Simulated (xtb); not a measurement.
B(F)(H)(OSiH3) (BFH₄OSi), SMILES FBO[SiH3]. All values are semi-empirical tight-binding results from xtb (GFN2-xTB unless named), good for trends rather than for accurate numbers. Geometry: GFN2-xTB. One conformer was computed; it need not be the lowest.

Computed properties:
```json
{
  "point_group_as_xtb_finds_it": "Cs",
  "orbital_gap": "5.83 eV",
  "dipole_moment": "1.70 D",
  "zero_point_energy": "27.0 kcal/mol",
  "G − E(el) at 298.15 K (modified RRHO)": "8.5 kcal/mol",
  "static polarisability (D4 model)": "50.4 bohr³",
  "solvation energy, GFN2-xTB/ALPB(water)": "-0.3 kcal/mol",
  "solvation energy, GFN2-xTB/ALPB(hexane)": "-1.8 kcal/mol"
}
```
